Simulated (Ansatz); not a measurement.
Consider the redistribution: `O[Si]O[SiH3]` + `CBC=[Se]` → `[SiH]O[SiH3]` + `CB(O)C=[Se]`.

Calculated with Ansatz (gas phase, PBE0-D4/def2-TZVP geometries, no zero-point term in ΔE). CBS: MP2 limit from def2 TZ/QZ plus the TZ coupled-cluster correction, frozen cores. This one scheme is used for every species. Functionals use def2-TZVPP. For Se outer-core shells are correlated without core-valence functions, which leaves a few kJ/mol of doubt a bond. Scalar relativity is left out up to krypton. One conformer a species, not always the lowest.

```json
{"level": "PBE-D4", "ΔE (kcal/mol)": "6.9"}
{"level": "PBE0-D4", "ΔE (kcal/mol)": "5.9"}
{"level": "r2SCAN", "ΔE (kcal/mol)": "8.4"}
{"level": "PBE0", "ΔE (kcal/mol)": "6.0"}
{"level": "MP2/def2-TZVPP", "ΔE (kcal/mol)": "6.0"}
{"level": "SCS-MP2/def2-QZVPP", "ΔE (kcal/mol)": "5.5"}
{"level": "HF/CBS(def2)", "ΔE (kcal/mol)": "4.3"}
{"level": "CCSD/CBS(def2)", "ΔE (kcal/mol)": "5.0"}
```

What does CCSD(T)/CBS give? (Estimate.)

Computed: +5.4 kcal/mol. The listed levels differ from it by 1.5, 0.5, 3.0, 0.6, 0.6, 0.1, -1.1, -0.4 kcal/mol.

Largest T1 diagnostic among the species: 0.018.

From PBE to PBE0 (25 % exact exchange), in def2-TZVPP and without D4, ΔE moves by −1.0 kcal/mol.
